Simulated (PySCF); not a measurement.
## Palladium: a sound run and one with changed settings

Sound run: Pd [Kr] 4d10, Pd⁺ [Kr] 4d9. Calculation: PySCF 2.14, in aug-cc-pVDZ-PP with ECP28MDF (5s5p4d2f, 54 functions); scalar relativity through the core potential. In the sound run the correlated levels freeze 4s2 4p6 outside the core potential. The sound run starts from symmetry-adapted Hartree-Fock orbitals and uses a fine grid where one is needed.

A second run was set up differently.

```csv
species,method,sound run (hartree),changed run (hartree),converged
Pd,UHF,-126.60791,-126.60791,yes
Pd,B3LYP,-127.49121,-127.49121,no
Pd,PBE0,-127.43373,-127.43373,yes
Pd,MP2,-126.92151,-126.76413,yes
Pd⁺,UHF,-126.37647,-126.37638,no
Pd⁺,B3LYP,-127.17376,-127.17377,no
Pd⁺,PBE0,-127.12441,-127.12441,no
```

Q: What was changed?
A. all electrons correlated in a valence basis
B. level shift left on
C. minimal basis
D. angular grid far too coarse

A: B. It used initial guess atom, at most 50 SCF cycles, level shift 2.0 hartree. A level shift leaves the converged SCF energy unchanged but raises the virtual orbital energies, which shrinks MP2 if it is not removed.
